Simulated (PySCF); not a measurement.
## Ionisation energy of Bi⁶⁴⁺ by level of theory

Bi⁶⁴⁺ [Ar] 3d1 [3d3/2^1, M_J = 3/2] → Bi⁶⁵⁺ [Ar], as a difference of total energies. Calculation: PySCF 2.14, in an even-tempered Gaussian basis (15 s from 21 bohr⁻², ratio 2.8; 12 p from 28 bohr⁻², ratio 2.8; 8 d from 28 bohr⁻², ratio 2.8; 3 f from 84 bohr⁻², ratio 3); the two-component X2C-1e Hamiltonian. Correlated levels: [Ne] frozen; the 72 highest virtual spinors dropped. "Screened" scales the spin-orbit matrix elements by Boettger's factors to mimic the two-electron term; Breit and QED terms are absent.

| method | ionisation energy (eV) |
| --- | --- |
| GHF (spin-free) | 7061.9 |
| GMP2 (spin-free) | 7061.4 |
| GHF (screened spin-orbit) | 7141.0 |
| GMP2 (screened spin-orbit) | 7140.6 |

Breit and QED terms and the two-electron picture change are absent.

The spin-free rows lack the spin-orbit shift.

For comparison: 7137 ± 24 eV (theoretical estimate listed by NIST; NIST Atomic Spectra Database, ionization energies).
